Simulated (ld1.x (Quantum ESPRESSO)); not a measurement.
## O TM: all-electron and pseudo phase curves

ld1.x (Quantum ESPRESSO) 7.5 input, shortened:

```
&input
   title='O', zed=8., rel=1, dft='PBE', iswitch=3,
   config='[He] 2s2 2p2 3d-2'
 /
 &inputp
   pseudotype=2, tm=.true., lloc=-1, rcloc=0.65,
   nlcc=.true.
 /
3
2S  1  0   2.00   0.00  0.90  0.90  0.0
2P  2  1   2.00   0.00  0.95  0.95  0.0
3D  3  2  -2.00   0.15  0.85  0.85  0.0
 &test
   configts(1)='2s2 2p2'
 /
```

The phase is arctan(r·u′/u) with u = r·R(r), unwrapped; energies in Ry, scanned from -6 to 5 Ry. A pole is an energy at which the radial function vanishes at the test radius. The pseudo phase is shifted by a multiple of π to meet the all-electron one at the reference energy, and phase errors are pseudo minus all-electron; the curves can meet again beyond the range given. Levels narrower than the energy grid can be missing from the lists of poles.

Q: For each channel, where are the poles, and over which energies does the pseudopotential scatter like the atom?

A:

```csv
channel,radius (bohr),reference energy (Ry),"poles, all-electron","poles, pseudo",unbroken range about the reference energy with phases within 0.05 rad,phase error 1 Ry above the reference energy (rad)
s,1.05,-4.29,2.91,2.63,the whole range,-0.001
p,1.05,-3.18,1.67,1.72,the whole range,+0.000
d,1.05,0.15,none,none,the whole range,+0.000
```

Phases in the d channel:

```tsv
E (Ry)	all-electron	pseudo
-6.00	1.221	1.221
-5.48	1.209	1.209
-4.96	1.197	1.197
-4.44	1.183	1.183
-3.92	1.168	1.168
-3.40	1.152	1.152
-2.88	1.133	1.133
-2.36	1.112	1.112
-1.84	1.089	1.089
-1.32	1.062	1.062
-0.80	1.032	1.032
-0.28	0.997	0.997
0.24	0.956	0.956
0.76	0.908	0.908
1.28	0.850	0.850
1.80	0.781	0.781
2.32	0.697	0.697
2.84	0.595	0.595
3.36	0.470	0.470
3.88	0.318	0.319
4.40	0.141	0.142
4.92	-0.057	-0.056
```
